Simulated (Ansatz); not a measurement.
Program: Ansatz. Geometries: PBE0-D4/def2-TZVP. ΔE: electronic, gas phase. CBS: MP2 limit from def2 TZ/QZ plus the TZ coupled-cluster correction, frozen cores. This one scheme is used for every species. Functionals use def2-TZVPP. Each species was taken in one conformer, which may not be the lowest.

Reaction (ligand exchange at the Si–O bond): `CO[SiH2]C` + `CSS` → `C[SiH2]SSC` + CH₃OH

| level | ΔE (kcal/mol) |
| --- | --- |
| LDA (SPW92) | 5.1 |
| PBE0-D4 | 4.3 |

Question: What does CCSD(T)/CBS give? (An estimate is asked.)

Answer: Computed: +6.1 kcal/mol. The listed levels differ from it by -1.0, -1.8 kcal/mol.

Largest T1 diagnostic among the species: 0.011.

Leaving LDA and LC-ωPBE aside and taking each functional with its dispersion term where it has one, the values, not all of them listed here, spread over 5.6 kcal/mol, from revPBE-D4 to CAM-B3LYP-D4. The D4 term adds −2.0 kcal/mol with B3LYP and −1.1 kcal/mol with PBE0; it sums over pairs of atoms, weighted by their polarisabilities, and B3LYP, whose exchange is more repulsive, gets the larger term. From BLYP to BHLYP (50 % exact exchange), in def2-TZVPP and without D4, ΔE moves by +1.2 kcal/mol.

B3LYP here is the variant with VWN-RPA as its local correlation; programs differ in this.
